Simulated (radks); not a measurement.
The arsenic anion As3-, [Kr], held by a Watson sphere: a shell of charge +3.21 at radius R that stands for the Madelung well of a crystal (potential energy -3.21/R inside, -3.21/r outside, in hartree with lengths in bohr). Calculated with a radial shooting solver on a logarithmic mesh with Libxc functionals: scalar-relativistic Kohn-Sham, PBEsol, spin-unpolarised, spherical densities, point nucleus. Response by self-consistent Sternheimer equations with the Hartree and adiabatic LDA kernel, the relativistic mass of each level held fixed and spin-orbit coupling left out. The sphere does not respond.

| R (bohr) | e(3d) (eV) | e(4s) (eV) | e(4p) (eV) | <r> 4p (bohr) | sum of <r^2> (bohr^2) | X-ray form factor at sin(theta)/lambda = 0.1 1/angstrom | alpha (bohr^3) |
|---|---|---|---|---|---|---|---|
| 2.26 | -41.056 | -18.471 | -9.341 | 2.405 | 58.64 | 32.393 | 32.18 |
| 3.3 | -39.009 | -14.931 | -6.964 | 2.833 | 76.26 | 31.690 | 67.69 |
| 3.74 | -38.584 | -13.941 | -6.122 | 3.007 | 84.19 | 31.443 | 92.44 |
| 3.89 | -38.459 | -13.658 | -5.863 | 3.065 | 86.96 | 31.366 | 102.6 |
| 4.98 | -37.757 | -12.222 | -4.373 | 3.470 | 108.6 | 30.918 | 211.6 |
| 5.15 | -37.673 | -12.072 | -4.194 | 3.532 | 112.2 | 30.864 | 235.4 |
| 5.26 | -37.622 | -11.982 | -4.084 | 3.571 | 114.6 | 30.832 | 252.0 |
